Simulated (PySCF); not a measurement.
Compound: C5H8F3PSi.
SMILES with atom numbers: `[F:1][C:2]([F:3])([F:4])[P:5]1[CH2:6][CH2:7][CH:8]=[C:9]1[SiH3:10]`

Geometry (PBE0-D3(BJ)/def2-SVP, Å), atoms numbered from 1 in this order:
```xyz
18
C5H8F3PSi angstrom
F     -2.1572    2.3314   -0.7136
C     -0.9444    1.7653   -0.6897
F     -0.8399    1.0278   -1.8034
F     -0.0322    2.7377   -0.7745
P     -0.7184    0.7965    0.9209
C     -1.7601   -0.6862    0.4787
C     -0.8946   -1.6593   -0.3301
C      0.5423   -1.2806   -0.1281
C      0.8197   -0.0907    0.4381
Si     2.5417    0.5775    0.7275
H     -2.0775   -1.1364    1.4318
H     -2.6748   -0.3670   -0.0424
H     -1.1208   -1.6009   -1.4099
H     -1.0768   -2.7068   -0.0387
H      1.3313   -1.9608   -0.4728
H      3.5330   -0.4500    0.2854
H      2.7577    1.8378   -0.0432
H      2.7440    0.8766    2.1776
```

Definitions: NICS(0) = −σiso at the ring centroid; NICS(1) = −σiso and NICS(1)zz = −σzz at ±1 Å along the ring normal z. Level: GIAO KT2/pcSseg-1 (PySCF, non-relativistic, gas phase) on the PBE0-D3(BJ)/def2-SVP geometry, one conformer.

Ring bond lengths (Å): P5–C6 1.865, C6–C7 1.533, C7–C8 1.500, C8–C9 1.347, C9–P5 1.840.

Task: Give the NICS values of each ring in ppm.

Result: 
```json
{"ring": "P5–C6–C7–C8–C9", "type": "5-membered ring with P; formal bonds 1 double, 4 single", "NICS(0)": "-3.1", "NICS(1), two faces": "-4.6 / -2.9", "NICS(1)zz, two faces": "-6.6 / -7.0", "rms pucker (Å)": "0.08", "centre to ring atoms, mean (Å)": "1.37"}
```

Task: What do they say, and how far can they be read as aromaticity?

Result: 
- P5–C6–C7–C8–C9: mean NICS(1)zz -6.8 ppm, shielded. C6, C7 have four or more neighbours; no verdict on aromaticity is drawn.

Task: At the second NICS(1) probe listed for ring P5–C6–C7–C8–C9, 1 Å off the ring, what do the in-plane components average?

Result: The isotropic value is a third of the trace: (3 × -2.9 − (-7.0))/2 = -0.8 ppm.

Task: Give the inner angles of the rings.

Result: 
- P5–C6–C7–C8–C9: P5 91.2°, C6 108.3°, C7 108.0°, C8 118.5°, C9 111.4°; sum 537.4° against 540° for a flat convex ring.

Task: How do the values depend on the level or the medium?

Result: 
```json
{"level": "KT2/pcSseg-1, gas", "NICS(0), P5–C6–C7–C8–C9": "-3.1", "mean NICS(1)zz, P5–C6–C7–C8–C9": "-6.8"}
{"level": "PBE0/pcSseg-1, gas", "NICS(0), P5–C6–C7–C8–C9": "-2.5", "mean NICS(1)zz, P5–C6–C7–C8–C9": "-6.3"}
{"level": "PBE0/pcSseg-1, IEF-PCM methanol", "NICS(0), P5–C6–C7–C8–C9": "-2.6", "mean NICS(1)zz, P5–C6–C7–C8–C9": "-6.3"}
{"level": "PBE0/pcSseg-1, IEF-PCM water", "NICS(0), P5–C6–C7–C8–C9": "-2.6", "mean NICS(1)zz, P5–C6–C7–C8–C9": "-6.3"}
```

The geometry is the same throughout; the continuum's cavity takes Bondi-type radii × 1.2.
